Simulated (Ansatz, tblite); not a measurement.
Forces on In(H2O)F3 (InOF3H2) at its PBE0-D4/def2-SVP geometry. The state is a singlet with charge 0.

In the def2 sets In takes a core potential; there is no spin–orbit coupling. The xTB rows come from tblite.

GFN1-xTB (tblite), largest force 0.77 eV/Å:

```xyz
7
positions Å, forces eV/Å
In    0.106   -0.865   -0.473   -0.326   -0.001   -0.109
O     0.307    1.062    0.719   -0.277    0.379    0.134
H    -0.409    0.965    1.368    0.254   -0.097   -0.242
H    -0.004    1.720    0.077    0.142   -0.315    0.129
F     1.721   -1.933   -0.576   -0.543    0.403    0.061
F    -0.414    0.332   -1.934    0.200   -0.501    0.552
F    -1.306   -1.282    0.820    0.550    0.131   -0.524
```

GFN2-xTB (tblite), largest force 0.28 eV/Å:

```
In 0.052 -0.036 -0.009
O -0.240 0.142 0.006
H 0.099 -0.036 0.009
H 0.102 -0.040 0.013
F 0.041 -0.063 -0.023
F -0.020 0.029 -0.021
F -0.034 0.004 0.025
```

PBE0-D4/def2-TZVP (Ansatz), largest force 0.36 eV/Å:

```
In 0.055 0.053 0.044
O -0.265 0.019 -0.073
H 0.152 0.008 -0.045
H 0.115 -0.075 0.091
F -0.310 0.186 0.010
F 0.071 -0.193 0.153
F 0.182 0.003 -0.181
```
